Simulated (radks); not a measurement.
The numbers below are computed, except where a source is named.
Q: The mean radii <r> (bohr) of the occupied orbitals of an atom or ion are listed with their occupations. Level of theory: scalar-relativistic Kohn-Sham, PBE, spin-polarised, spherical densities, finite nucleus; Fermi nuclear charge, rms radius of each element as measured or else 0.836 A^(1/3) + 0.57 fm (a radial shooting solver on a logarithmic mesh with Libxc functionals).

| orbital | occ. | <r> |
|---|---|---|
| 1s up | 1 | 0.03040 |
| 1s down | 1 | 0.03040 |
| 2s up | 1 | 0.1314 |
| 2s down | 1 | 0.1314 |
| 2p up | 3 | 0.1146 |
| 2p down | 3 | 0.1146 |
| 3s up | 1 | 0.3502 |
| 3s down | 1 | 0.3505 |
| 3p up | 3 | 0.3467 |
| 3p down | 3 | 0.3470 |
| 3d up | 5 | 0.3194 |
| 3d down | 4 | 0.3199 |

Name the element and its charge. Open shells, if any, are filled with parallel spins first.

A: Z = 48, cadmium, charge +21: Cd21+ in [Ar] 3d9. The 1s radius gives Z: for a bare nucleus <r> = (2 gamma + 1)/(2Z) with gamma = sqrt(1 - (Z/c)^2), 0.02993 bohr for Z = 48, and screening makes it slightly larger (0.03040 here). The occupations add up to 27, and the charge is Z minus that.
